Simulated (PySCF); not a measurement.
C₂H₈BNO. Atoms are numbered in the order given.

```xyz
13

B      0.8090     0.0090     0.0000
H      1.9491    -0.4196     0.0000
N     -0.2806    -0.8922     0.0000
C     -0.1833    -2.3374     0.0000
H     -1.2397    -0.5374     0.0000
H     -0.6572    -2.7953    -0.8971
H     -0.6572    -2.7953     0.8971
H      0.8839    -2.6315     0.0000
O      0.6639     1.3791     0.0000
C     -0.6116     1.9802     0.0000
H     -1.2069     1.7040     0.9021
H     -0.4872     3.0818     0.0000
H     -1.2069     1.7040    -0.9021
```

Geometry: PBE-D3(BJ)/def2-SVP. The structure was generated by enumeration, and PubChem lists no compound with its InChIKey, so it may never have been made. One conformer was computed; it need not be the lowest.

All values below come from PySCF with M06-2X/def2-TZVP.

Symmetry labels are those of the subgroup Cs that the program uses (full group Cs).

Computed valence orbital energies around the gap with their symmetry:
```json
[
 {"orbital": "HOMO−7", "symmetry": "A\"", "energy (eV)": "-14.34"},
 {"orbital": "HOMO−6", "symmetry": "A\"", "energy (eV)": "-13.49"},
 {"orbital": "HOMO−5", "symmetry": "A'", "energy (eV)": "-13.42"},
 {"orbital": "HOMO−4", "symmetry": "A'", "energy (eV)": "-12.09"},
 {"orbital": "HOMO−3", "symmetry": "A'", "energy (eV)": "-11.20"},
 {"orbital": "HOMO−2", "symmetry": "A\"", "energy (eV)": "-10.42"},
 {"orbital": "HOMO−1", "symmetry": "A'", "energy (eV)": "-10.30"},
 {"orbital": "HOMO", "symmetry": "A\"", "energy (eV)": "-8.59"},
 {"orbital": "LUMO", "symmetry": "A'", "energy (eV)": "1.47"},
 {"orbital": "LUMO+1", "symmetry": "A\"", "energy (eV)": "1.89"},
 {"orbital": "LUMO+2", "symmetry": "A'", "energy (eV)": "2.29"},
 {"orbital": "LUMO+3", "symmetry": "A'", "energy (eV)": "2.65"}
]
```
